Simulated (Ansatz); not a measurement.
C$_{3}$H$_{8}$BF$_{2}$N (`CC(C)NB(F)F`). Total charge 0; spin multiplicity 1.

```xyz
15

C     0.3587    0.9120    1.3247
C     0.1601    0.3471   -0.0733
C     1.4832   -0.0478   -0.7107
N    -0.7586   -0.7780   -0.0498
B    -1.9858   -0.8633   -0.6970
F    -2.7397   -1.9578   -0.5970
F    -2.4587    0.1368   -1.4395
H     0.8101    0.1625    1.9825
H    -0.5947    1.2159    1.7604
H     1.0227    1.7792    1.3043
H    -0.3108    1.1135   -0.6949
H     1.3295   -0.4265   -1.7226
H     2.1630    0.8058   -0.7596
H     1.9742   -0.8315   -0.1250
H    -0.4533   -1.5678    0.4974
```

Question: What are the harmonic wavenumbers in cm⁻¹ at PBE0-D4/def2-TZVP (Ansatz, finite differences of forces, unscaled)? (An estimate is asked.)

Answer: Ansatz gave: 35, 101, 158, 231, 261, 312, 420, 429, 453, 549, 584, 667, 823, 893, 928, 951, 1021, 1161, 1165, 1210, 1297, 1353, 1389, 1395, 1413, 1444, 1474, 1479, 1491, 1498, 1581, 3041, 3045, 3079, 3113, 3124, 3136, 3138, 3626.

Question: Is this a minimum?

Answer: Yes, all 39 modes are real.

Question: Give the ideal-gas thermochemistry at 298.15 K and 1 bar (rigid rotor, harmonic oscillator; point group Cs, symmetry number 1).

Answer: Zero-point energy 319.8 kJ/mol; H(298) − E = 343.7 kJ/mol; entropy 373.5 J/(mol·K), of which translation 167.1, rotation 117.4, vibration 89.0; G(298) − E = 232.3 kJ/mol. Modes under 100 cm⁻¹ are hindered rotations or soft bends, so the harmonic entropy is rough.

Question: Rotational constants (cm⁻¹)?

Answer: 0.1524, 0.04515, 0.04485.
